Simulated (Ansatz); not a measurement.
A made-up structure of BHSeSO, singlet:

| atom | x (Å) | y (Å) | z (Å) |
| --- | --- | --- | --- |
| S1 | -0.8293 | -1.7589 | 1.6585 |
| B2 | -0.1893 | -0.9995 | 0.3807 |
| O3 | 0.3099 | -0.4292 | -0.6931 |
| Se4 | 0.9995 | 1.2618 | -0.5447 |
| H5 | 0.2267 | -0.0136 | 0.8018 |

It is relaxed with PBE-D4/def2-SVP and then PBE0-D4/def2-TZVP (Ansatz 0.2.0). Atoms count as bonded within 1.22 times the sum of their covalent radii (H–H: 0.88 Å). The end point is not checked to be a true minimum.

Task: Does its bonding change? (Judge from chemistry; the calculation decides.)

Result: The calculation gives: Yes. Formed: Se4–H5; broken: B2–H5.

Where it ends: The first stage lowers the energy by 3.61 eV in 16 steps. It ends as BHSeSO ([S][B][O][SeH]):
```
atom    x (Å)    y (Å)    z (Å)
  S1  -1.2964  -2.3281   1.2189
  B2  -0.3209  -1.3873   0.3345
  O3   0.5032  -0.6741  -0.4003
 Se4   0.3620   1.1519  -0.3509
  H5   1.2696   1.2981   0.8008
```

Labels in which every atom is bracketed show which atoms are joined, not bond orders.

For scale, one of the runs: PBE0-D4/def2-TZVP relaxation, 153 basis functions, launched by `ansatz run in.yaml --threads 2 --pin off --events-out ev --progress --plain --max-ram 4352MiB`. The run took about 33 s on 2 CPU threads of an Arm Neoverse V2 (shared host).
